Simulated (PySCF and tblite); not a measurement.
Results of a calculation; reference values are marked as such.
**Conformer ensemble of C6H8Se, numbered as in [CH:1]#[C:2][C@@H:3]1[CH2:4][CH2:5][CH2:6][Se:7]1**

Free energies: PBE0-D3(BJ)/pcSseg-1 on GFN2-xTB structures plus GFN2-xTB thermal terms, symmetry and mirror images included. Conformers within 2.5 kcal/mol (GFN2-xTB free energy) were kept, 6 at most. GIAO shieldings: PBE0/pcSseg-1. Shifts are against TMS (¹H), TMS (¹³C), Me2Se (⁷⁷Se) at the same level; of two unlike H on one atom, a is the less shielded. (PySCF 2.14, tblite 0.8.)

The 5-ring runs over atoms 3–4–5–6–7.

| conformer | shape | symmetry | E(GFN2) kcal/mol | E(DFT) kcal/mol | G(298.15 K) kcal/mol | weight % | dipole D |
| --- | --- | --- | --- | --- | --- | --- | --- |
| 1 | 5-ring between envelope and twist (ring torsions -56, 40, -12, -17, 43°) | C1 | 0.00 | 0.00 | 0.00 | 68.9 | 1.99 |
| 2 | 5-ring between envelope and twist (ring torsions 56, -43, 17, 12, -39°) | C1 | 0.32 | 0.54 | 0.47 | 31.1 | 2.14 |

Weights (%) against temperature:

```
 T (K)     1     2  S(mix) cal/mol/K
   250  72.3  27.7              1.17
298.15  68.9  31.1              1.23
   350  66.0  34.0              1.27
```

Averaged shifts at 298.15 K. ¹H: 4.08 (H3, 1H), 3.18 (H6a, 1H), 2.98 (H6b, 1H), 2.33 (H5a, 1H), 2.05 (H1, 1H), 2.05 (H4a, 1H), 2.03 (H5b, 1H), 1.90 (H4b, 1H) ppm. ¹³C: 91.3 (C2), 81.4 (C1), 43.5 (C4), 40.5 (C3), 36.7 (C6), 35.5 (C5) ppm. ⁷⁷Se: 460.6 (Se7) ppm.

Coordinates of conformer 1 (Å):

```xyz
15

C     2.910    0.043    0.190
C     1.828   -0.209    0.638
C     0.507   -0.486    1.135
C    -0.414   -1.048    0.055
C    -0.822    0.116   -0.840
C    -1.462    1.171    0.047
Se   -0.390    1.228    1.711
H     3.868    0.249   -0.185
H     0.565   -1.127    2.020
H     0.103   -1.825   -0.512
H    -1.301   -1.485    0.520
H     0.071    0.523   -1.320
H    -1.520   -0.203   -1.616
H    -2.482    0.899    0.325
H    -1.464    2.162   -0.404
```

Spin–orbit effects of the heavy atoms on shieldings are missing. Shifts are unscaled: against experiment ¹³C can be off by 15 ppm or more and ¹H by 0.8 ppm.

Search and properties took 96 s on 1 thread of Arm Neoverse N1, shared host (rough), launched as `OMP_NUM_THREADS=1 python ens_run.py task.json out`.
